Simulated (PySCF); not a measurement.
**Peak assignment**

Bonds (- single, = double, # triple, : aromatic): C1=C2, C2-C3, C3=C4, C4-O5, O5-C6, C6=C7, C7-C8, C2-Si9, Si9-C10. C1 carries H11, H12; C3 carries H13; C4 carries H14; C6 carries H15; C7 carries H16; C8 carries H17, H18, H19; Si9 carries H20, H21; C10 carries H22, H23, H24. Stereochemistry as in C=C(/C=C\O/C=C/C)[SiH2]C. H12 is cis to C3; H11 is trans to C3.

- σ from GIAO-PBE0/pcSseg-1
- geometry: GFN2-xTB
- code: PySCF 2.14
- fast rotation and ring inversion assumed for equivalent nuclei, non-relativistic, one conformer, isolated molecule

Shifts are taken against calculated references (same method and geometry level): 13C (σ = 186.93 ppm), 1H (σ = 31.72 ppm) against TMS.

Q: Assign these signals to the numbered atoms. 13C{1H} NMR (computed): δ 150.1, 149.6, 147.4, 132.0, 120.1, 111.9, 16.0, -5.9.

A: 
150.1 → C6, alkene carbon bearing oxygen: an sp2 carbon further deshielded by the attached heteroatom
149.6 → C4, alkene carbon bearing oxygen
147.4 → C2, fully substituted alkene carbon: the olefinic region
132.0 → C1, terminal =CH2 carbon: the olefinic region
120.1 → C3, β carbon of an enol-ether or enamine type C=C
111.9 → C7, β carbon of an enol-ether or enamine type C=C: the O or N lone pair pushes π density onto this β carbon and shields it
16.0 → C8, allylic methyl carbon: a saturated carbon with 1 carbon neighbour and no heteroatom attached
-5.9 → C10, methyl carbon bonded to Si: an electropositive neighbour leaves it electron-rich and shielded

C6 and C4 lie closer than the usual error of such a calculation, so a measured spectrum could show them in the other order.

Q: Assign these signals to the numbered atoms. 1H NMR (500 MHz, computed): δ 6.41 (d, 1H), 6.21 (d, 1H), 5.91 (br s, 1H), 5.53 (d, 1H), 5.51 (m, 1H), 5.41 (br s, 1H), 4.86 (q, 2H), 1.77 (d, 3H), 0.10 (t, 3H).

A: 
| δ (ppm) | atoms | environment | reason |
| --- | --- | --- | --- |
| 6.41 | H15 | hydrogen on an alkene carbon bearing oxygen | a vinylic proton, deshielded by the sp2 carbon and the C=C anisotropy |
| 6.21 | H14 | hydrogen on an alkene carbon bearing oxygen | – |
| 5.91 | H12 | hydrogen on a terminal =CH2 carbon | attached to an sp2 carbon and in the plane of the double bond |
| 5.53 | H13 | hydrogen on a β carbon of an enol-ether or enamine type C=C | olefinic region |
| 5.51 | H16 | hydrogen on a β carbon of an enol-ether or enamine type C=C | – |
| 5.41 | H11 | hydrogen on a terminal =CH2 carbon | a vinylic proton, deshielded by the sp2 carbon and the C=C anisotropy |
| 4.86 | H20/H21 | hydrogen on a silicon bonded to 2 C | – |
| 1.77 | H17/H18/H19 | hydrogen on an allylic methyl carbon | allylic position |
| 0.10 | H22/H23/H24 | hydrogen on a methyl carbon bonded to Si | an electropositive neighbour shields it, as in TMS itself |

H13 and H16; H16 and H11 lie closer than the usual error of such a calculation, so a measured spectrum could show them in the other order.

Shifts are as computed. Against solution values, carbons near 30 ppm lie about +3 ppm off and those near 130 ppm about +5 ppm. Of 1309 compounds with measured shifts, 239 miss one by over three times the rms of a fit or turn the order of signals round; such compounds aren't used in these exercises. No couplings were computed; multiplicities are counted from neighbouring protons, with m where these are inequivalent, close in shift, in a saturated or five-membered ring or joined by F or P, and br s for small geminal =CH2 splittings.
